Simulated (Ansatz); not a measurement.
`O=C(O)[Se][GaH2]` and `O=C(O)CS` differ in one atom or group.

Ansatz, PBE0-D4/def2-TZVP geometries, multiplicity 1. Each molecule was computed in one conformer, which needn't be the lowest. `O=C(O)[Se][GaH2]` holds a close contact that its SMILES doesn't draw: Ga···O 2.18 Å.

Scalar relativity is left out up to krypton. Spin–orbit coupling is left out; it splits and shifts lone-pair levels of the heavy atoms by tenths of an eV.

```tsv
property	`O=C(O)[Se][GaH2]`
size of the dipole moment (PBE/def2-TZVPP) / D	2.49
HOMO energy (B3LYP/def2-TZVPP) / eV	-6.98
HOMO–LUMO gap (ωB97M-V/def2-TZVPP) / eV	9.96
zero-point energy (PBE0-D4/def2-TZVP) / kJ/mol	101.6
LUMO energy (PBE0/def2-TZVPP) / eV	-0.97
HOMO energy (ωB97M-V/def2-TZVPP) / eV	-9.29
```

Problem. What does the change do to each property? (Best estimate.)

Solution. The calculation gave: 
```
                                      property  `O=C(O)CS`  shift
size of the dipole moment (PBE/def2-TZVPP) / D        2.07  -0.42
           HOMO energy (B3LYP/def2-TZVPP) / eV       -6.96   0.02
       HOMO–LUMO gap (ωB97M-V/def2-TZVPP) / eV       11.16   1.20
zero-point energy (PBE0-D4/def2-TZVP) / kJ/mol       163.9   62.3
            LUMO energy (PBE0/def2-TZVPP) / eV       -0.49   0.48
         HOMO energy (ωB97M-V/def2-TZVPP) / eV       -9.44  -0.15
```

The zero-point energy changes by 62.3 kJ/mol with +3 modes. Dipoles are sizes alone; their direction can turn.

Positive LUMOs are unbound, so they and the gaps depend on the basis.

B3LYP here is the variant with VWN-RPA as its local correlation; programs differ in this.
